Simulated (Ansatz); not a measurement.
Reactions of `[SiH3]OB1N[SiH2]1`.

Gas-phase electronic energies from Ansatz, PBE0-D4/def2-TZVP geometries. CCSD(T)/CBS adds triple-zeta CCSD(T) − MP2 to the extrapolated MP2 energy (def2 sets, frozen cores). This one scheme is used for every species. Elements past krypton have def2 core potentials. For Ga, Ge, In, Mg, Sn, Te outer-core shells are correlated without core-valence functions, which leaves a few kJ/mol of doubt a bond. Scalar relativity is left out up to krypton. Each species was taken in one conformer, which may not be the lowest.

Question: Order these by ΔE at CCSD(T)/CBS, lowest first. (Estimate.)
A. `[SiH3]OB1N[SiH2]1` + `C[NH][GeH3]` → `C[N]([SiH3])[GeH3]` + `OB1N[SiH2]1`
B. `[SiH3]OB1N[SiH2]1` + `[OH][In]([OH])[Cl]` → `OB1N[SiH2]1` + `[OH][In]([Cl])[O][SiH3]`
C. `[SiH3]OB1N[SiH2]1` + `[CH3][Mg][Cl]` → `CB1N[SiH2]1` + `[SiH3][O][Mg][Cl]`
D. `[SiH3]OB1N[SiH2]1` + `CF` → `FCB1N[SiH2]1` + `O[SiH3]`
E. `[SiH3]OB1N[SiH2]1` + `[CH3][Ga]([CH3])[TeH]` → `[TeH]B1N[SiH2]1` + `[CH3][Ga]([CH3])[O][SiH3]`
F. `[SiH3]OB1N[SiH2]1` + `BCBCl` → `BC([SiH3])BCl` + `OB1N[SiH2]1`
G. `[SiH3]OB1N[SiH2]1` + `[OH][Sn][F]` → `[F][Sn][O][SiH3]` + `OB1N[SiH2]1`
H. `[SiH3]OB1N[SiH2]1` + `BOCO` → `BOCO[SiH3]` + `OB1N[SiH2]1`

Answer: C (-60.2 kJ/mol), G (-14.7 kJ/mol), B (-2.6 kJ/mol), H (+14.7 kJ/mol), A (+41.2 kJ/mol), F (+68.0 kJ/mol), E (+84.0 kJ/mol), D (+116.7 kJ/mol).

Largest T1 diagnostic: 0.018, for `[OH][Sn][F]`.
